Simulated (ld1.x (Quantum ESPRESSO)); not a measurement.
# Configuration tests for promethium (TM)

Pm (Z = 61), norm-conserving Troullier–Martins (Kleinman–Bylander form), made with ld1.x (Quantum ESPRESSO) 7.5 (PBE, scalar-relativistic). Core [Kr] 4d10 5s2, reference 4f5 5p6 5d1 6s1 6p0. Waves: 6s (bound): rc 3.55 bohr; 5p (bound): rc 2.25 bohr; 4f (bound): rc 1.40 bohr; 5d (bound): rc 3.75 bohr. Local part: the d channel. Core correction: a·sin(br)/r model core inside 1.00 bohr.

Energies are relative to the spin-unpolarised reference configuration 4f5 5p6 5d1 6s1 6p0; without spin polarisation the order of configurations can differ from experiment. Not all tests gave a result: 2 of 7 tests not solved or not reliable. Left out of the table: 4f4 5p6 5d1 6s1 6p0 (solver errors, printed error -1235 eV); 4f4 5p6 5d0 6s2 6p0 (solver errors, printed error -1014 eV).

Q: Give the all-electron excitation energy and the error of the potential for: 4f5 5p6 5d0 6s2 6p0; 4f5 5p6 5d0 6s1 6p0; 4f5 5p6 5d0 6s0 6p0; 4f5 5p6 5d0 6s0 6p2; 4f6 5p6 5d0 6s0 6p0.

A:

```json
{"valence configuration": "4f5 5p6 5d0 6s2 6p0", "charge": "0", "ΔE all-electron (eV)": "-1.855", "error AE − PS (meV)": "-4.8"}
{"valence configuration": "4f5 5p6 5d0 6s1 6p0", "charge": "+1", "ΔE all-electron (eV)": "4.018", "error AE − PS (meV)": "-2.5"}
{"valence configuration": "4f5 5p6 5d0 6s0 6p0", "charge": "+2", "ΔE all-electron (eV)": "14.958", "error AE − PS (meV)": "-5.9"}
{"valence configuration": "4f5 5p6 5d0 6s0 6p2", "charge": "0", "ΔE all-electron (eV)": "3.031", "error AE − PS (meV)": "+25"}
{"valence configuration": "4f6 5p6 5d0 6s0 6p0", "charge": "+1", "ΔE all-electron (eV)": "6.300", "error AE − PS (meV)": "-230"}
```

Levels in the configuration 4f6 5p6 5d0 6s0 6p0:

```
level  all-electron (eV)  pseudo (eV)
   4f             -3.164       -3.073
   5p            -25.190      -25.282
```

Note: ghost state, extra bound levels that the all-electron valence spectrum of the same l lacks: s at -14.3 eV. A true bound ghost makes a file unfit for plane-wave use.
